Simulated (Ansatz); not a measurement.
A run for Ansatz (an electronic-structure program): U-wB97X-V/def2-TZVPP on GaP, 2S+1 = 3, a point of a bond scan (R = 2.482 Å).

Ansatz 0.2 input:
```yaml
crystal:
  periodic: [false, false, false]
  atoms:
    - {symbol: Ga, position_ang: [-0.00000000, -0.00000000, -0.73586092]}
    - {symbol: P, position_ang: [0.00000000, 0.00000000, 1.74644323]}
basis:
  gaussian:
    orbitals: def2-TZVPP
hamiltonian:
  xc: {name: wB97X-V}
magnetization: {spin_polarized: true, initial_magnetization: 2}
```

It printed:

```
WARN ansatz: RAYON_NUM_THREADS=1 ignored (pool sized by the plan → 1); use --threads N
Functional definition: wB97X-V
integrals: 0.04 GiB planned
695 factors; their error is unknown
integrals: 0.07 GiB planned
127 factors; integrals over basis functions are off by at most 8.0e-5 eV
mean field: 0.51 GiB planned
mean field evaluation 1: about -61656.2338 eV, gradient 1.6e1 eV
mean field evaluation 2: about -61656.5353 eV, gradient 1.9e1 eV
mean field evaluation 4: about -61657.8926 eV, gradient 9.3e-1 eV
mean field evaluation 8: about -61658.0238 eV, gradient 4.5e-2 eV
mean field evaluation 16: about -61658.0239 eV, gradient 4.0e-4 eV
mean field evaluation 32: about -61658.4032 eV, gradient 3.2e-5 eV
mean field -61658.40321025 eV, -2265.9045244099 hartree, gradient 7.4e-6 eV, S^2 2.005925; 2 other end points of the search recorded, 0 dependent functions left out
reference -61658.40320996 eV, -2265.9045243991 hartree; 24, 22 occupied and 66, 68 virtual orbitals, 695 factors
Total energy: -61658.40320996 eV, -2265.9045243991 hartree
```

The calculation finished and met its thresholds.

Cost: very roughly 11 core-seconds.
